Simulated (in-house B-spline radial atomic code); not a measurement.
How numerical settings move a run on Se²⁺, [Ar] 3d10 4s2 4p2. Computed with a B-spline radial code for spherical atoms: scalar-relativistic (X2C) PW91, spin-polarised, spherical fractional occupations, Fermi nucleus of rms radius 4.14 fm.

Command:
```bash
python run_scf.py task.json out
```
Settings of the sound reference run:
```
Z                34
electrons        32
configuration    [Ar] 3d10 4s2 4p2
hamiltonian      x2c
method           pw91,pw91
spin_polarised   True
nucleus          fermi
rms_radius       4.14
mass_number      80
atomic_mass      79.91652
speed_of_light   137.036
knot_spacing     0.22
spline_order     8
gauss_points     12
box_radius       22.22
max_iterations   70
damping          0.5
damped_steps     3
diis_vectors     10
tolerance        1e-08
start            Thomas-Fermi
```

Time taken, with all properties: 0.4 s on 1 thread of Arm Neoverse N1 (shared host).

It converges in 9 iterations to -2428.950199 hartree, with 4p up at -26.432 eV. The other runs change the listed settings, some to values that make no sense; their results aren't properties of the atom or ion. Radii are in bohr (the nuclear one in fm), a minus after a letter asks for a j subshell, and «unchanged» means within 1e-8 hartree. The run stops when the residual is below 10 × tolerance × max(1, Z/10), or a noise floor if that is larger, and the energy moves by less than 1e-8 × √|E| hartree; so very loose and very tight tolerances often act alike.

| changed settings | outcome |
| --- | --- |
| first_knot = 0.000294, max_iterations = 60, diis_vectors = 2, start = bare nucleus | converged in 13 iterations, energy +2.21e-04 hartree from the reference, 4p up level +4.3e-06 eV |
| knot_spacing = 1.4, first_knot = 0.0882, max_iterations = 100, damping = 0.2, tolerance = 0.0001 | converged in 9 iterations, energy +1.01e+02 hartree from the reference, 4p up level -7.5e-01 eV (the program warns: 4p up reaches the box edge; 1s up reaches the box edge) |
| first_knot = 0.000294 | converged in 9 iterations, energy +2.21e-04 hartree from the reference, 4p up level +1.6e-06 eV |
| knot_spacing = 0.4, spline_order = 4, max_iterations = 75, damping = 0.2 | converged in 10 iterations, energy +4.96e-02 hartree from the reference, 4p up level +7.0e-04 eV |
| first_knot = 2.94e-06 | converged in 9 iterations, energy -8.45e-08 hartree from the reference, 4p up level -1.9e-05 eV |
| electrons = 37, configuration = [Ar] 3d10 4s2 4p7, max_iterations = 100 | stopped with error: shell 4p holds at most 3 electrons (per spin) |
| first_knot = 0.00882 | converged in 9 iterations, energy +6.39e-04 hartree from the reference, 4p up level -7.6e-05 eV |
| damped_steps = 8 | converged in 12 iterations, energy unchanged, 4p up level -4.2e-06 eV |
| damped_steps = 1 | converged in 9 iterations, energy unchanged, 4p up level -6.6e-07 eV |
| spline_order = 7, gauss_points = 8, max_iterations = 100, damped_steps = 1, start = bare nucleus | converged in 11 iterations, energy -1.90e-06 hartree from the reference, 4p up level -7.8e-06 eV |
| first_knot = 0.0294 | converged in 9 iterations, energy +1.70e-01 hartree from the reference, 4p up level -6.1e-04 eV |
| electrons = 33, configuration = [Ar] 3d10 4s2 4p2 5p-1, max_iterations = 50 | stopped with error: j subshells need the Dirac Hamiltonian and l > 0 |

Problem. What happens with damped_steps = 30?

Solution. Converged in 17 iterations, energy unchanged, 4p up level +3.2e-07 eV.

Problem. What happens with first_knot = 0.0882?

Solution. Converged in 9 iterations, energy +1.59e+00 hartree from the reference, 4p up level -5.7e-03 eV.

Problem. What happens with start = bare nucleus?

Solution. Converged in 11 iterations, energy unchanged, 4p up level -1.5e-06 eV.

Problem. What happens with gauss_points = 3, max_iterations = 75, damping = 0.95, diis_vectors = 4, tolerance = 0.001?

Solution. Not converged after 75 iterations, last residual 4.3e+03, last energy +1.61e+05 hartree from the reference.
